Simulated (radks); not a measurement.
The numbers below are computed, except where a source is named.
All-electron atom: neutral nickel in [Ar] 3d7 4s2 4d1 (not the ground configuration). Level of theory: Dirac Kohn-Sham, LDA (Slater exchange, Perdew-Wang correlation), spin-unpolarised, spherical densities, finite nucleus; open shells fill j = l - 1/2 first; Fermi nuclear charge, rms radius 3.7757 fm (a radial shooting solver on a logarithmic mesh with Libxc functionals).

Unscreened Slater integrals over Kohn-Sham orbitals (eV). Large and small components are both included. Empty in this configuration: 4d5/2.

F0(4d3/2,4d3/2): 2.7058
F2(4d3/2,4d3/2): 1.3366
F0(4d3/2,4s1/2): 3.6200
G2(4d3/2,4s1/2): 0.29718
F0(4d3/2,3d5/2): 3.7054
F2(4d3/2,3d5/2): 0.18543
G2(4d3/2,3d5/2): 0.051964
G4(4d3/2,3d5/2): 0.036213
F0(4d3/2,3d3/2): 3.7057
F2(4d3/2,3d3/2): 0.18417
G0(4d3/2,3d3/2): 0.058093
G2(4d3/2,3d3/2): 0.051968
F0(4d3/2,4d5/2): 2.7033
F2(4d3/2,4d5/2): 1.3359
G2(4d3/2,4d5/2): 1.3359
G4(4d3/2,4d5/2): 0.85201
F0(4s1/2,4s1/2): 10.155
F0(4s1/2,3d5/2): 12.885
G2(4s1/2,3d5/2): 1.4529
F0(4s1/2,3d3/2): 12.893
G2(4s1/2,3d3/2): 1.4366
F0(4s1/2,4d5/2): 3.6121
G2(4s1/2,4d5/2): 0.29311
F0(3d5/2,3d5/2): 27.290
F2(3d5/2,3d5/2): 12.545
F4(3d5/2,3d5/2): 7.7889
F0(3d5/2,3d3/2): 27.364
F2(3d5/2,3d3/2): 12.579
G2(3d5/2,3d3/2): 12.567
G4(3d5/2,3d3/2): 7.8032
F0(3d5/2,4d5/2): 3.6975
F2(3d5/2,4d5/2): 0.18468
F4(3d5/2,4d5/2): 0.055959
G0(3d5/2,4d5/2): 0.058476
G2(3d5/2,4d5/2): 0.052296
G4(3d5/2,4d5/2): 0.036400
F0(3d3/2,3d3/2): 27.439
F2(3d3/2,3d3/2): 12.614
F0(3d3/2,4d5/2): 3.6978
F2(3d3/2,4d5/2): 0.18343
G2(3d3/2,4d5/2): 0.052198
G4(3d3/2,4d5/2): 0.036300
F0(4d5/2,4d5/2): 2.7009
F2(4d5/2,4d5/2): 1.3351
F4(4d5/2,4d5/2): 0.85167
